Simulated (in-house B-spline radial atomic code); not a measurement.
A fraction x of an electron is moved 5s → 5d in I+, starting from [Kr] 4d10 5s2 5p4 and keeping the highest spin. Computed with an all-electron radial atomic-structure program (B-spline basis): scalar-relativistic (X2C) RPBE, spin-polarised, spherical fractional occupations, Fermi nucleus of rms radius 4.75 fm.

```tsv
x	E(x) - E(0) (eV)	5s down level (eV)	5d up level (eV)
0	0.0000	-25.268	-
0.125	2.6140	-25.595	-4.650
0.25	5.2391	-25.899	-4.840
0.375	7.8782	-26.175	-5.014
0.5	10.5284	-26.430	-5.191
0.625	13.1870	-26.665	-5.369
0.75	?	?	?
0.875	?	?	?
1	21.1941	-	-5.897
```

(1) What belongs in the row x = 0.75?

(2) What belongs in the row x = 0.875?

(3) Check Janak's theorem between x = 0.125 and 0.25.

Results:

(1) An energy change of 15.8518 eV; 5s down at -26.886 eV, 5d up at -5.547 eV.

(2) An energy change of 18.5212 eV; 5s down at -27.094 eV, 5d up at -5.724 eV.

(3) The slope of the energy is 21.00 eV; the orbital levels give 21.00 eV (ε of the receiving orbital less ε of the emptying one, averaged over the two points).
